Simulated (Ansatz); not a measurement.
`C=[C]1[CH2][GeH]1[NH2]` at its PBE0-D4/def2-TZVP geometry, where that method's forces vanish. The species carries charge 0 and has multiplicity 1.

```tsv
atom	x (Å)	y (Å)	z (Å)
C1	-0.347	-0.915	1.926
C2	-0.103	-0.623	0.663
C3	-0.753	-0.894	-0.671
Ge4	0.854	0.242	-0.729
N5	0.786	2.069	-0.852
H6	-1.205	-1.523	2.211
H7	0.295	-0.564	2.727
H8	-1.733	-0.449	-0.837
H9	-0.686	-1.913	-1.049
H10	2.152	-0.316	-1.303
H11	0.048	2.470	-0.288
H12	0.694	2.416	-1.798
```

(1) For each bond, give half the difference of the two atoms' forces along it (eV/Å; positive pushes the atoms apart) under PBE-D4, r2SCAN-D4, B3LYP-D4, ωB97M-V in def2-TZVPP. (An estimate is asked.)

Answers

(1) Computed: 
```json
{"bond": "C1–C2", "length (Å)": "1.319", "PBE-D4": "0.29", "r2SCAN-D4": "0.16", "B3LYP-D4": "-0.03", "ωB97M-V": "-0.07"}
{"bond": "C1–H6", "length (Å)": "1.089", "PBE-D4": "0.05", "r2SCAN-D4": "-0.04", "B3LYP-D4": "-0.06", "ωB97M-V": "-0.08"}
{"bond": "C1–H7", "length (Å)": "1.085", "PBE-D4": "0.01", "r2SCAN-D4": "-0.06", "B3LYP-D4": "-0.06", "ωB97M-V": "-0.05"}
{"bond": "C2–C3", "length (Å)": "1.508", "PBE-D4": "-0.07", "r2SCAN-D4": "0.01", "B3LYP-D4": "0.18", "ωB97M-V": "0.27"}
{"bond": "C2–Ge4", "length (Å)": "1.898", "PBE-D4": "-0.01", "r2SCAN-D4": "-0.03", "B3LYP-D4": "0.15", "ωB97M-V": "0.06"}
{"bond": "C3–Ge4", "length (Å)": "1.969", "PBE-D4": "0.15", "r2SCAN-D4": "0.09", "B3LYP-D4": "0.24", "ωB97M-V": "0.08"}
{"bond": "C3–H8", "length (Å)": "1.089", "PBE-D4": "0.08", "r2SCAN-D4": "-0.03", "B3LYP-D4": "-0.12", "ωB97M-V": "-0.12"}
{"bond": "C3–H9", "length (Å)": "1.089", "PBE-D4": "0.07", "r2SCAN-D4": "-0.04", "B3LYP-D4": "-0.12", "ωB97M-V": "-0.11"}
{"bond": "Ge4–N5", "length (Å)": "1.832", "PBE-D4": "0.12", "r2SCAN-D4": "0.05", "B3LYP-D4": "0.16", "ωB97M-V": "0.07"}
{"bond": "Ge4–H10", "length (Å)": "1.525", "PBE-D4": "-0.05", "r2SCAN-D4": "-0.09", "B3LYP-D4": "-0.15", "ωB97M-V": "-0.13"}
{"bond": "N5–H11", "length (Å)": "1.011", "PBE-D4": "0.21", "r2SCAN-D4": "0.02", "B3LYP-D4": "-0.05", "ωB97M-V": "-0.03"}
{"bond": "N5–H12", "length (Å)": "1.011", "PBE-D4": "0.21", "r2SCAN-D4": "0.02", "B3LYP-D4": "-0.05", "ωB97M-V": "-0.04"}
```

B3LYP here is the variant with VWN-RPA as its local correlation; programs differ in this.
